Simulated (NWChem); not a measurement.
GeNH₄OCl; SMILES [NH2][Ge@H]([OH])[Cl]

```xyz
8

N      1.2745    -1.3411    -0.4868
Ge     0.0002    -0.3408     0.2978
O     -1.5193    -0.8800    -0.4185
Cl     0.1067     1.7962    -0.1424
H      2.2240    -1.2199    -0.1484
H      1.2593    -1.3569    -1.5025
H      0.0694    -0.4746     1.8208
H     -2.1425    -0.1520    -0.5226
```
Atoms are numbered in this order, from 1.

Computed with NWChem. Coordinates come from a PBE0/def2-SVP optimisation. Ions are spin-unrestricted doublets at the neutral geometry; other ion states weren't tried.

| level | vertical ionisation energy, ΔSCF (eV) | −ε(HOMO) (eV) | ΔSCF minus −ε(HOMO) (eV) |
|---|---|---|---|
| B3LYP/def2-SVPD | 10.34 | 7.90 | 2.44 |
| PBE/def2-SVPD | (withheld) | (withheld) | (withheld) |
| M06-2X/def2-SVPD | 10.64 | 9.55 | 1.09 |
| LDA (Slater exchange, VWN5)/def2-SVPD | 10.19 | 6.86 | 3.33 |

Problem. Fill in the missing entries.

Solution. 
- PBE/def2-SVPD, vertical ionisation energy, ΔSCF (eV): 9.99
- PBE/def2-SVPD, −ε(HOMO) (eV): 6.71
- PBE/def2-SVPD, ΔSCF minus −ε(HOMO) (eV): 3.28
